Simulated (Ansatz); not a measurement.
Reaction (substitution at a C–Si bond): `CC(C)[Si]F` + `[NH2][Cd][OH]` → `CC(C)[O][Cd][NH2]` + `F[SiH]`

Gas-phase electronic energies from Ansatz, PBE0-D4/def2-TZVP geometries. CBS: MP2 limit from def2 TZ/QZ plus the TZ coupled-cluster correction, frozen cores. This one scheme is used for every species. DFT in def2-TZVPP. Elements past krypton have def2 core potentials. For Cd outer-core shells are correlated without core-valence functions, which leaves a few kJ/mol of doubt a bond. Each species was taken in one conformer, which may not be the lowest.

CCSD(T)/CBS gives +16.8 kcal/mol.

(1) Another level gave +15.1 kcal/mol. Which?
A. ωB97X-V/def2-TZVPP
B. RPA@PBE/def2-TZVPP
C. B97M-V/def2-TZVPP
D. r2SCANh-D4/def2-TZVPP

Largest T1 diagnostic among the species: 0.016.

Results:

(1) A. ωB97X-V 15.1, r2SCANh-D4 16.4, RPA@PBE/def2-TZVPP 12.6, B97M-V 13.9 kcal/mol.

In def2-TZVPP, CCSD(T) changes the Hartree–Fock value by +2.3 kcal/mol (the triples alone add +0.0 kcal/mol) and MP2 by +4.6 kcal/mol. Leaving LDA and LC-ωPBE aside and taking each functional with its dispersion term where it has one, the values, not all of them listed here, spread over 2.9 kcal/mol, from B97M-V to PBE-D4. LDA lies −0.9 kcal/mol from PBE without D4. At CCSD(T), def2-SVP lies −8.1 kcal/mol from the extrapolated value and def2-TZVPP −2.1 kcal/mol.
